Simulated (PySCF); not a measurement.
# Broadened absorption spectrum of isopropyl propionate

Compound: isopropyl propionate, C6H12O2.
Numbering: `[CH3:1][CH2:2][C:3](=[O:4])[O:5][CH:6]([CH3:7])[CH3:8]` (hydrogens: H9, H10, H11 on C1; H12, H13 on C2; H14 on C6; H15, H16, H17 on C7; H18, H19, H20 on C8)

Theory: TDDFT PBE0/def2-SVPD, vertical, gas phase, core orbitals frozen in the response in PySCF 2.14.0, density-fitted response routines. One conformer (not necessarily the lowest) at the GFN2-xTB geometry, without solvent, vibrations or thermal averaging. Torsions of this conformer, `[CH3:1][CH2:2][C:3](=[O:4])[O:5][CH:6]([CH3:7])[CH3:8]`: C1–C2–C3–O4 0°, C2–C3–O5–C6 179°, C3–O5–C6–C7 -83°.

Each state is given a Gaussian of 0.4 eV full width at half maximum, with ε(max) = 2.175×10⁸ f / Δν̃ (Δν̃ the width in cm⁻¹). The width is an assumption, not a result. The curve ends short of the highest state used, and states not computed would add to its high-energy end.

(E (eV), ε (L mol⁻¹ cm⁻¹)): (5.40, 0), (5.45, 0), (5.50, 1), (5.56, 2), (5.61, 4), (5.67, 9), (5.72, 15), (5.77, 23), (5.83, 35), (5.88, 44), (5.93, 52), (5.99, 56), (6.04, 54), (6.10, 47), (6.15, 37), (6.20, 27), (6.26, 17), (6.31, 10), (6.36, 6), (6.42, 3), (6.47, 1), (6.53, 0), (6.58, 0), (6.63, 0), (6.69, 0), (6.74, 0), (6.79, 1), (6.85, 4), (6.90, 9), (6.96, 27), (7.01, 61), (7.06, 124), (7.12, 261), (7.17, 439), (7.22, 679), (7.28, 1027), (7.33, 1326), (7.39, 1640), (7.44, 1842), (7.49, 2020), (7.55, 2313), (7.60, 2751), (7.65, 3456), (7.71, 4657)

Problem. Where are the band maxima, and which computed states make them?

Solution. 207 nm (6.00 eV), ε about 56, made up of S1 (100%) (ε in L mol⁻¹ cm⁻¹; maxima over ε = 5, shares over 10%). At its high-energy end, 7.71 eV, the curve is still rising (ε about 4700, from S2 and S3). The states used: S1 6.00 eV (f 0.0008); S2 7.45 eV (f 0.024); S3 7.89 eV (f 0.109); S4 8.13 eV (f 0.0098); S5 8.21 eV (f 0.014); S6 8.31 eV (f 0.0017).

Problem. Coming from long wavelengths, where does ε first pass 100 L mol⁻¹ cm⁻¹?

Solution. At about 176 nm (7.05 eV), 1.05 eV above S1.

Problem. What would ε be at 6.00 eV, the highest of these maxima, with half the width (0.2 eV)?

Solution. About 112 L mol⁻¹ cm⁻¹ against 56, a factor of about 2.00; a lone state at its own centre would give exactly 2.

Problem. On this curve, what absorbance would a 10⁻⁴ mol/L sample give at 222 nm over a 1 cm path?

Solution. 222 nm is 5.585 eV, where ε is about 3 L mol⁻¹ cm⁻¹, so A = ε c l ≈ 0.0003 (Beer–Lambert, with the gas-phase spectrum and the assumed width).
